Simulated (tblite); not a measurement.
A geometry optimisation, step by step.

Compound: C4H6F2OSi.
Bonds: C1–C2 (triple), C2–Si3, Si3–O4, O4–C5, C5–C6, C6–F7, C6–F8. Hydrogens: H9 on C1; H10, H11 on Si3; H12, H13 on C5; H14 on C6.

Computed with GFN2-xTB (tblite), gas phase: L-BFGS steps from a force-field or distance-geometry start until the largest atomic force falls under 0.01 eV/Å. 13 of its 50 geometries are shown.

Step 0: E = -730.6409 eV, largest atomic force 1.407 eV/Å
```
atom  x, y, z in Å  |  force x, y, z in eV/Å
C1      3.239   -1.163    0.089   -0.711   0.765  -0.197
C2      2.454   -0.261   -0.141    0.826  -1.095   0.314
Si3     1.261    1.120   -0.471   -0.295   0.581  -0.188
O4     -0.205    0.908    0.297    0.032  -1.005  -0.585
C5     -1.011   -0.221   -0.063    0.641   0.855  -0.026
C6     -2.364   -0.158    0.632    0.292   0.352  -0.283
F7     -3.184    0.698   -0.032   -0.024  -0.177   0.207
F8     -2.946   -1.373    0.594   -0.163  -0.080   0.014
H9      3.922   -1.955    0.288   -0.275   0.344  -0.092
H10     0.979    1.202   -1.925    0.085  -0.190   0.210
H11     1.822    2.415   -0.036   -0.352  -0.406   0.189
H12    -1.181   -0.233   -1.154    0.052  -0.007   0.261
H13    -0.508   -1.147    0.228   -0.006  -0.016   0.036
H14    -2.277    0.168    1.673   -0.101   0.078   0.140
```

Step 4: E = -730.7283 eV, largest atomic force 0.336 eV/Å
```
atom  x, y, z in Å  |  force x, y, z in eV/Å
C1      3.227   -1.153    0.086   -0.022  -0.008  -0.001
C2      2.447   -0.263   -0.139    0.042  -0.078   0.011
Si3     1.260    1.128   -0.483    0.125   0.030  -0.156
O4     -0.179    0.875    0.269   -0.078  -0.170   0.008
C5     -0.992   -0.210   -0.068    0.038   0.201   0.019
C6     -2.348   -0.145    0.628   -0.008   0.100  -0.030
F7     -3.189    0.692   -0.022    0.032   0.024   0.050
F8     -2.943   -1.363    0.593    0.076   0.007   0.000
H9      3.909   -1.938    0.284   -0.151   0.175  -0.042
H10     0.985    1.186   -1.919    0.059  -0.110  -0.143
H11     1.794    2.394   -0.012   -0.204  -0.028   0.266
H12    -1.176   -0.234   -1.146    0.012  -0.041  -0.091
H13    -0.512   -1.144    0.229    0.055  -0.179   0.043
H14    -2.284    0.173    1.676    0.023   0.076   0.065
```

Step 8: E = -730.7653 eV, largest atomic force 0.272 eV/Å
```
atom  x, y, z in Å  |  force x, y, z in eV/Å
C1      3.209   -1.144    0.083    0.020  -0.014  -0.009
C2      2.433   -0.256   -0.143    0.047   0.069  -0.103
Si3     1.274    1.132   -0.517   -0.206   0.075   0.061
O4     -0.148    0.847    0.253   -0.053   0.124  -0.001
C5     -0.979   -0.211   -0.073   -0.043  -0.132  -0.010
C6     -2.334   -0.123    0.633    0.020  -0.072   0.013
F7     -3.190    0.703   -0.009    0.080   0.087  -0.030
F8     -2.918   -1.347    0.593   -0.018  -0.028   0.061
H9      3.889   -1.915    0.279    0.150  -0.214   0.074
H10     1.006    1.150   -1.955    0.090   0.012  -0.103
H11     1.723    2.377    0.074   -0.104   0.026   0.081
H12    -1.169   -0.244   -1.156    0.003  -0.039   0.082
H13    -0.516   -1.163    0.232   -0.091   0.076  -0.049
H14    -2.281    0.194    1.685    0.105   0.029  -0.067
```

Step 12: E = -730.7825 eV, largest atomic force 0.167 eV/Å
```
atom  x, y, z in Å  |  force x, y, z in eV/Å
C1      3.210   -1.146    0.080    0.022   0.002  -0.016
C2      2.445   -0.249   -0.163    0.060  -0.013  -0.030
Si3     1.257    1.139   -0.524    0.133  -0.087   0.012
O4     -0.161    0.851    0.247   -0.057  -0.036  -0.065
C5     -0.983   -0.219   -0.074    0.005   0.055  -0.017
C6     -2.328   -0.123    0.633   -0.015   0.027  -0.009
F7     -3.171    0.719   -0.007    0.020  -0.035  -0.008
F8     -2.916   -1.345    0.606   -0.098   0.044   0.052
H9      3.892   -1.927    0.286   -0.124   0.110  -0.019
H10     1.033    1.140   -1.982    0.061   0.059   0.136
H11     1.672    2.376    0.121   -0.096  -0.039  -0.030
H12    -1.168   -0.256   -1.152   -0.046  -0.028  -0.073
H13    -0.526   -1.167    0.228    0.075  -0.055   0.045
H14    -2.257    0.208    1.679    0.060  -0.002   0.022
```

Step 16: E = -730.7956 eV, largest atomic force 0.110 eV/Å
```
atom  x, y, z in Å  |  force x, y, z in eV/Å
C1      3.212   -1.143    0.072    0.015  -0.005   0.000
C2      2.466   -0.238   -0.190   -0.028   0.006   0.060
Si3     1.262    1.131   -0.522   -0.039   0.067   0.017
O4     -0.172    0.847    0.218    0.034  -0.071  -0.013
C5     -0.985   -0.230   -0.084   -0.015  -0.097  -0.050
C6     -2.321   -0.120    0.635   -0.012   0.017   0.012
F7     -3.153    0.728   -0.009   -0.055   0.035   0.006
F8     -2.938   -1.328    0.633   -0.023   0.030   0.036
H9      3.876   -1.926    0.292    0.062  -0.074   0.006
H10     1.076    1.147   -1.974    0.014   0.072  -0.052
H11     1.599    2.363    0.160    0.035   0.077   0.011
H12    -1.179   -0.277   -1.161   -0.032  -0.070  -0.047
H13    -0.522   -1.173    0.232    0.045  -0.006  -0.011
H14    -2.221    0.220    1.675   -0.001   0.019   0.026
```

Step 20: E = -730.8040 eV, largest atomic force 0.143 eV/Å
```
atom  x, y, z in Å  |  force x, y, z in eV/Å
C1      3.220   -1.144    0.068   -0.021   0.012   0.019
C2      2.474   -0.234   -0.186   -0.010   0.001   0.069
Si3     1.263    1.139   -0.516    0.049  -0.017  -0.036
O4     -0.177    0.825    0.195   -0.003   0.010  -0.054
C5     -0.992   -0.255   -0.100   -0.011   0.040   0.044
C6     -2.322   -0.115    0.637    0.026  -0.038  -0.013
F7     -3.153    0.738   -0.005    0.068  -0.013   0.058
F8     -2.963   -1.309    0.661   -0.003  -0.004   0.024
H9      3.876   -1.937    0.294   -0.026   0.053  -0.043
H10     1.105    1.178   -1.975    0.019   0.058   0.014
H11     1.569    2.377    0.177    0.025  -0.014  -0.008
H12    -1.195   -0.312   -1.179    0.011  -0.065   0.080
H13    -0.507   -1.183    0.231   -0.119  -0.050  -0.062
H14    -2.199    0.232    1.676   -0.004   0.027  -0.091
```

Step 24: E = -730.8113 eV, largest atomic force 0.100 eV/Å
```
atom  x, y, z in Å  |  force x, y, z in eV/Å
C1      3.221   -1.141    0.069   -0.026   0.014   0.023
C2      2.478   -0.225   -0.169   -0.016   0.032   0.009
Si3     1.271    1.145   -0.517   -0.045   0.003   0.013
O4     -0.180    0.805    0.158   -0.025   0.011   0.005
C5     -0.998   -0.277   -0.111    0.012  -0.039  -0.026
C6     -2.317   -0.116    0.639   -0.010   0.040   0.025
F7     -3.139    0.750    0.007   -0.011   0.019  -0.073
F8     -2.987   -1.292    0.696    0.053  -0.020  -0.017
H9      3.873   -1.939    0.286    0.013   0.009  -0.020
H10     1.143    1.222   -1.976    0.035   0.024  -0.008
H11     1.540    2.383    0.197    0.030  -0.061  -0.018
H12    -1.211   -0.361   -1.182   -0.024   0.023  -0.053
H13    -0.521   -1.208    0.218   -0.034  -0.063   0.052
H14    -2.174    0.252    1.663    0.046   0.007   0.089
```

Step 29: E = -730.8148 eV, largest atomic force 0.033 eV/Å
```
atom  x, y, z in Å  |  force x, y, z in eV/Å
C1      3.215   -1.137    0.074    0.001   0.004   0.001
C2      2.476   -0.216   -0.158   -0.005  -0.009  -0.012
Si3     1.266    1.146   -0.519    0.012  -0.006  -0.002
O4     -0.186    0.794    0.141    0.007  -0.011   0.007
C5     -1.003   -0.292   -0.118   -0.007   0.013   0.002
C6     -2.314   -0.110    0.642   -0.005  -0.013  -0.011
F7     -3.132    0.755    0.003    0.001  -0.007   0.009
F8     -2.985   -1.284    0.709   -0.009  -0.002   0.017
H9      3.872   -1.934    0.278   -0.004   0.022   0.000
H10     1.168    1.246   -1.978    0.013   0.002  -0.006
H11     1.535    2.376    0.206    0.016  -0.008   0.013
H12    -1.222   -0.379   -1.189   -0.018   0.000   0.006
H13    -0.537   -1.227    0.222    0.000   0.019   0.008
H14    -2.156    0.262    1.666   -0.001  -0.003  -0.033
```

Step 33: E = -730.8151 eV, largest atomic force 0.022 eV/Å
```
atom  x, y, z in Å  |  force x, y, z in eV/Å
C1      3.215   -1.135    0.074    0.005   0.000  -0.004
C2      2.475   -0.216   -0.160   -0.005  -0.004  -0.010
Si3     1.267    1.146   -0.519   -0.005   0.007  -0.004
O4     -0.186    0.790    0.139   -0.004   0.015  -0.008
C5     -1.005   -0.294   -0.119    0.003  -0.006  -0.001
C6     -2.314   -0.111    0.641   -0.006   0.007   0.007
F7     -3.132    0.755    0.003   -0.020  -0.005  -0.008
F8     -2.988   -1.283    0.715   -0.003  -0.005  -0.001
H9      3.872   -1.931    0.277    0.016  -0.005   0.009
H10     1.176    1.252   -1.980    0.003   0.003   0.000
H11     1.536    2.372    0.211    0.011  -0.009   0.010
H12    -1.227   -0.383   -1.190    0.005  -0.001  -0.002
H13    -0.539   -1.226    0.224    0.002  -0.009  -0.007
H14    -2.151    0.264    1.662    0.000   0.011   0.018
```

Step 37: E = -730.8155 eV, largest atomic force 0.026 eV/Å
```
atom  x, y, z in Å  |  force x, y, z in eV/Å
C1      3.216   -1.133    0.074    0.009  -0.005  -0.005
C2      2.471   -0.220   -0.165    0.010  -0.012   0.000
Si3     1.266    1.146   -0.521    0.006  -0.020   0.009
O4     -0.187    0.793    0.139   -0.013  -0.009  -0.018
C5     -1.006   -0.293   -0.119   -0.013   0.014   0.003
C6     -2.317   -0.111    0.642    0.009  -0.001   0.001
F7     -3.139    0.751    0.001    0.010  -0.017   0.014
F8     -2.988   -1.286    0.717    0.015   0.019   0.008
H9      3.878   -1.926    0.280   -0.005   0.013   0.003
H10     1.179    1.253   -1.981   -0.007   0.009   0.003
H11     1.548    2.366    0.216   -0.004  -0.004   0.004
H12    -1.230   -0.381   -1.189    0.009  -0.003   0.003
H13    -0.540   -1.226    0.224   -0.004   0.013  -0.011
H14    -2.153    0.266    1.662   -0.022   0.003  -0.013
```

Step 41: E = -730.8158 eV, largest atomic force 0.029 eV/Å
```
atom  x, y, z in Å  |  force x, y, z in eV/Å
C1      3.220   -1.133    0.072    0.003  -0.003   0.002
C2      2.471   -0.224   -0.171   -0.002   0.000   0.007
Si3     1.267    1.144   -0.521   -0.003   0.004  -0.006
O4     -0.191    0.792    0.129    0.008   0.010   0.007
C5     -1.010   -0.294   -0.121    0.006  -0.005  -0.011
C6     -2.318   -0.110    0.643   -0.005   0.006  -0.003
F7     -3.143    0.746    0.001   -0.006   0.018  -0.012
F8     -2.989   -1.283    0.727    0.015  -0.023   0.008
H9      3.883   -1.922    0.283    0.018  -0.015   0.001
H10     1.188    1.263   -1.981   -0.010   0.006   0.005
H11     1.551    2.357    0.226   -0.009  -0.010   0.000
H12    -1.233   -0.387   -1.191   -0.015   0.001  -0.012
H13    -0.542   -1.226    0.222    0.001   0.002   0.007
H14    -2.154    0.273    1.660    0.000   0.008   0.008
```

Step 45: E = -730.8161 eV, largest atomic force 0.018 eV/Å
```
atom  x, y, z in Å  |  force x, y, z in eV/Å
C1      3.224   -1.133    0.072    0.003  -0.004   0.005
C2      2.469   -0.229   -0.173    0.004  -0.004   0.006
Si3     1.267    1.141   -0.522    0.006  -0.005   0.002
O4     -0.192    0.795    0.125    0.000  -0.004  -0.003
C5     -1.012   -0.292   -0.124   -0.003   0.005   0.006
C6     -2.320   -0.108    0.643    0.002   0.000   0.000
F7     -3.148    0.744   -0.001   -0.005  -0.017  -0.003
F8     -2.983   -1.286    0.733   -0.001   0.008  -0.005
H9      3.891   -1.919    0.286    0.001   0.000  -0.007
H10     1.188    1.269   -1.981   -0.006   0.002  -0.002
H11     1.555    2.349    0.232   -0.006   0.004   0.002
H12    -1.238   -0.387   -1.193   -0.006   0.008   0.010
H13    -0.544   -1.222    0.221   -0.001   0.001  -0.002
H14    -2.158    0.279    1.660    0.012   0.006  -0.009
```

Step 49: E = -730.8162 eV, largest atomic force 0.009 eV/Å
```
atom  x, y, z in Å  |  force x, y, z in eV/Å
C1      3.227   -1.134    0.073    0.000   0.001   0.000
C2      2.470   -0.232   -0.173    0.001   0.002   0.000
Si3     1.269    1.139   -0.522   -0.001   0.001   0.005
O4     -0.193    0.795    0.122    0.000  -0.001   0.006
C5     -1.014   -0.291   -0.124    0.000   0.000  -0.003
C6     -2.320   -0.107    0.643    0.001  -0.001  -0.001
F7     -3.152    0.740   -0.004   -0.001  -0.004   0.000
F8     -2.981   -1.286    0.737    0.000   0.001   0.009
H9      3.896   -1.919    0.286   -0.001   0.000  -0.004
H10     1.188    1.274   -1.980    0.003  -0.006   0.002
H11     1.554    2.345    0.236    0.000   0.001  -0.001
H12    -1.243   -0.387   -1.193    0.004   0.003  -0.006
H13    -0.545   -1.222    0.221   -0.003  -0.002  -0.005
H14    -2.155    0.284    1.657   -0.003   0.005  -0.002
```

Q: Summarise the path.

A: The energy falls by 16.92 kJ/mol from step 0 to step 49; nine tenths of that is first reached at step 18. It falls at every step. The largest force goes from 1.407 to 0.009 eV/Å. Among the bonds O4–C5 changes most, from 1.433 to 1.383 Å; the atoms move by 0.162 Å rms after alignment.

Q: Follow the three bonds and two angles with the largest change from start to end.

A: 
```tsv
step	E above end (kJ/mol)	largest force (eV/Å)	O4–C5 (Å)	Si3–O4 (Å)	Si3–H11 (Å)	Si3–O4–C5 (°)	O4–Si3–H11 (°)
0	16.92	1.407	1.433	1.668	1.477	118.6	108.1
2	11.23	0.609	1.384	1.660	1.457	120.5	109.2
4	8.48	0.336	1.397	1.643	1.453	121.3	108.0
6	6.53	0.293	1.390	1.637	1.446	122.5	105.7
9	4.30	0.206	1.385	1.645	1.454	122.7	102.0
11	3.58	0.184	1.387	1.642	1.455	122.6	101.2
13	2.87	0.181	1.385	1.638	1.453	122.9	100.1
15	2.19	0.142	1.383	1.638	1.449	123.3	98.4
17	1.81	0.120	1.383	1.639	1.448	123.6	97.8
19	1.39	0.130	1.385	1.638	1.450	124.5	97.9
21	0.99	0.154	1.385	1.636	1.454	125.7	98.2
23	0.62	0.133	1.384	1.636	1.456	126.9	98.1
26	0.28	0.084	1.384	1.636	1.452	127.7	98.0
28	0.16	0.048	1.384	1.634	1.452	128.0	98.3
30	0.13	0.024	1.383	1.634	1.453	128.3	98.4
32	0.11	0.024	1.383	1.634	1.453	128.5	98.4
34	0.10	0.021	1.383	1.634	1.452	128.4	98.4
36	0.08	0.028	1.384	1.634	1.452	128.4	98.5
38	0.06	0.026	1.384	1.634	1.453	128.5	98.6
40	0.05	0.029	1.384	1.634	1.453	128.6	98.6
43	0.02	0.021	1.383	1.634	1.453	128.7	98.5
45	0.01	0.018	1.384	1.634	1.453	128.6	98.5
47	0.00	0.017	1.384	1.634	1.453	128.7	98.4
49	0.00	0.009	1.383	1.634	1.453	128.8	98.3
```

The cost below is that of the whole relaxation. Hardware: Arm Neoverse N1, one thread, shared host with 64 logical CPUs at a one-minute load of 61. Cost: 0.51 s.
